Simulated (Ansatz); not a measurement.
Ansatz results at the PBE0-D4/def2-TZVP geometry: LUMO energy (B3LYP/def2-TZVPP) -1.07 eV; HOMO–LUMO gap (PBE/def2-TZVPP) 4.95 eV; HOMO–LUMO gap (B3LYP/def2-TZVPP) 6.67 eV.

Each molecule was computed in one conformer, which needn't be the lowest.

**Question.** Which molecule gave them?
A. `[NH2][Al]([Br])[Br]`
B. `[F][AlH][Br]`
C. `N#[C][Al]([F])[F]`
D. `C[O][Al]([F])[O][SiH3]`

**Answer.** A. The others give `N#[C][Al]([F])[F]`: -2.30, 6.08, 7.94; `C[O][Al]([F])[O][SiH3]`: -1.15, 5.20, 7.09; `[F][AlH][Br]`: -1.51, 5.54, 7.10.

B3LYP here is the variant with VWN-RPA as its local correlation; programs differ in this.
